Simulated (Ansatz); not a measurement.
Consider the cleavage of the B–As bond: `B[AsH]CO` + `C[SiH](O)Br` → `BO[SiH](C)Br` + `OC[AsH2]`.

Computed with Ansatz on PBE0-D4/def2-TZVP structures; ΔE is electronic, products minus reactants. CBS: MP2 limit from def2 TZ/QZ plus the TZ coupled-cluster correction, frozen cores. Functionals use def2-TZVPP. For As, Br outer-core shells are correlated without core-valence functions, which leaves a few kJ/mol of doubt a bond. Scalar relativity is left out up to krypton. One conformer a species, not always the lowest.

CCSD(T)/CBS gives -25.9 kcal/mol.

Another level gave -29.7 kcal/mol. Which?
A. PBE/def2-TZVPP
B. HF/def2-TZVPP
C. B2PLYP/def2-TZVPP
D. CCSD/def2-TZVPP

B. HF/def2-TZVPP -29.7, PBE -25.3, B2PLYP -27.6, CCSD/def2-TZVPP -26.7 kcal/mol.

Largest T1 diagnostic among the species: 0.013.

In def2-TZVPP, CCSD(T) changes the Hartree–Fock value by +3.4 kcal/mol (the triples alone add +0.3 kcal/mol) and MP2 by +4.1 kcal/mol.
